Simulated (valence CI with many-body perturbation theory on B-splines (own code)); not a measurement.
# Energy levels of Ta III

Calculated by configuration interaction combined with many-body perturbation theory (CI+MBPT): three valence electrons over a frozen Dirac-Fock core [Xe] 4f14, radial functions for each j: 7 s, 7 p, 8 d, 6 f, 4 g, 1 h, with the one-electron correlation potential Σ1, the two-electron term Σ2, the three-electron term Σ3, Breit, model QED; selected CI, second order for the rest, scaled by the run's own slope (own B-spline code, finite nucleus).

No measured spectrum was set against this ion. As an estimate, terms of the open shell hold to 2 to 4 % of their energy, and close levels can change places; different configurations can be misplaced against each other by 1,000 to 8,000 cm⁻¹.

Levels 226 to 240 of 240, with energies above the lowest level, (5d3/2^3) J=3/2. "Leading %" is the weight of the configuration and term that name the level; weights of strongly mixed levels are sums over their largest components and can fall short. In the jj column 3d3/2^4 stands for four electrons in 3d with j = 3/2. Lifetimes count E1, E2, E3, M1 and M2 decay at the calculated energies, and are blank where another channel may lead or the interval is too uncertain; long ones can be off by a factor of two.

```
No.  Configuration  Term     J  E (cm⁻¹)  Leading %      g  Lifetime  Second component                Leading jj
226          5d²7p   ²S°   1/2    133477         27  1.106   2.02 ns    22 % 5d²7p ⁴D°      5d3/2^2 7p1/2 (45 %)
227          5d²5f   ⁴G°   7/2    133539         16  1.074    698 ps    15 % 5d²5f ⁴F°  5d3/2 5d5/2 5f7/2 (31 %)
228          5d²5f   ⁴D°   1/2    133767         30  0.602   1.22 ns    21 % 5d²7p ⁴D°  5d3/2 5d5/2 5f7/2 (44 %)
229         5d6s7s    ⁴D   3/2    133817         79  1.169    697 ps     5 % 5d6s7s ²D        5d3/2 6s 7s (81 %)
230          5d6p²    ⁴P   1/2    133860         23  1.244    461 ps     21 % 5d6p² ²P  5d3/2 6p1/2 6p3/2 (66 %)
231          5d²7p   ²D°   5/2    134046         34  1.103   1.04 ns    12 % 5d²5f ²D°      5d5/2^2 7p3/2 (31 %)
232          5d²5f   ⁴G°   7/2    134122         32  1.168    508 ps    26 % 5d²5f ⁴D°  5d3/2 5d5/2 5f5/2 (56 %)
233          5d²5f   ²I°  11/2    134237         63  0.950    808 ps    26 % 5d²5f ⁴I°  5d3/2 5d5/2 5f5/2 (71 %)
234          5d²5f   ²F°   5/2    134346         42  1.119    613 ps    20 % 5d²5f ⁴P°  5d3/2 5d5/2 5f7/2 (89 %)
235          5d6p²    ⁴P   5/2    134448         32  1.306    391 ps     13 % 5d6p² ²D  5d5/2 6p1/2 6p3/2 (30 %)
236          5d²5f   ⁴P°   1/2    134503         46  1.660    787 ps    13 % 5d²5f ²P°  5d3/2 5d5/2 5f5/2 (56 %)
237          5d²5f   ⁴S°   3/2    134539         22  1.351    738 ps    18 % 5d²5f ⁴D°  5d3/2 5d5/2 5f7/2 (36 %)
238          5d²5f   ⁴G°   9/2    134596         32  1.113    408 ps    28 % 5d²5f ²H°  5d3/2 5d5/2 5f7/2 (81 %)
239          5d²5f   ⁴F°   5/2    134879         24  1.056    560 ps    15 % 5d²5f ⁴G°  5d3/2 5d5/2 5f5/2 (59 %)
240          5d²5f   ⁴F°   3/2    134917         32  1.011    473 ps    23 % 5d²5f ²P°  5d3/2 5d5/2 5f5/2 (50 %)
```

Where two levels of one J and parity lie close, their mixing, g and order are uncertain.
